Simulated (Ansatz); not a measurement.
BEt2(OiPr) (C7H17BO). The state is a triplet with charge 0. Geometry PBE-D4/def2-SVP, that of the neutral singlet; atoms count from 1.

```tsv
atom	x (Å)	y (Å)	z (Å)
B1	0.0612	-0.7812	0.2337
C2	0.0393	-2.3094	-0.1983
C3	-1.3553	-2.9355	-0.3618
H4	0.5869	-2.8590	0.6073
H5	0.6470	-2.4514	-1.1179
H6	-1.3040	-4.0206	-0.5894
H7	-1.9697	-2.8265	0.5572
H8	-1.9233	-2.4580	-1.1887
C9	-0.8853	-0.2151	1.3858
C10	-2.1359	0.4866	0.8168
H11	-0.3358	0.4916	2.0472
H12	-1.2072	-1.0523	2.0418
H13	-2.8165	0.8430	1.6181
H14	-1.8695	1.3690	0.1982
H15	-2.7238	-0.1945	0.1673
O16	0.9421	0.0084	-0.4559
C17	1.1732	1.4076	-0.2343
C18	0.7865	2.1618	-1.5040
C19	2.6401	1.5943	0.1442
H20	0.5365	1.7636	0.6062
H21	1.3882	1.8029	-2.3637
H22	0.9603	3.2500	-1.3836
H23	-0.2840	2.0055	-1.7446
H24	2.8807	1.0392	1.0728
H25	3.2977	1.2140	-0.6639
H26	2.8705	2.6659	0.3095
```

At PBE0-D4/def2-TZVP a singlet of charge 0 lies 5.77 eV below the triplet at the same geometry.

Estimate the Mulliken populations from the PBE0/def2-TZVP orbitals of Ansatz.


| atom | charge (e) | spin (α − β) |
| --- | --- | --- |
| B1 | -0.06 | 0.92 |
| C2 | -0.22 | 0.22 |
| C3 | -0.32 | -0.03 |
| H4 | 0.12 | 0.05 |
| H5 | 0.15 | 0.02 |
| H6 | 0.11 | 0.06 |
| H7 | 0.12 | 0.00 |
| H8 | 0.11 | 0.03 |
| C9 | -0.32 | 0.28 |
| C10 | -0.23 | -0.05 |
| H11 | 0.13 | 0.05 |
| H12 | 0.13 | 0.01 |
| H13 | 0.08 | 0.11 |
| H14 | 0.11 | 0.01 |
| H15 | 0.11 | 0.03 |
| O16 | -0.21 | 0.26 |
| C17 | 0.09 | 0.01 |
| C18 | -0.36 | 0.00 |
| C19 | -0.36 | 0.00 |
| H20 | 0.07 | 0.02 |
| H21 | 0.12 | 0.00 |
| H22 | 0.12 | 0.00 |
| H23 | 0.13 | 0.00 |
| H24 | 0.13 | 0.00 |
| H25 | 0.12 | 0.00 |
| H26 | 0.12 | 0.00 |
Mulliken values and Mayer orders depend strongly on the basis.

Where does the spin sit?

Summed by element: B 0.92, C 0.43, H 0.39, O 0.26, of 2 unpaired in all. Largest on single atoms: B1 0.92, C9 0.28, O16 0.26.

And the Mayer bond orders between bonded heavy atoms (over 0.3)?

B1–C2 0.89 (1.59 Å); B1–C9 0.91 (1.59 Å); B1–O16 1.16 (1.37 Å); C2–C3 1.00 (1.54 Å); C9–C10 0.96 (1.54 Å); O16–C17 0.89 (1.44 Å); C17–C18 1.01 (1.53 Å); C17–C19 1.01 (1.53 Å).
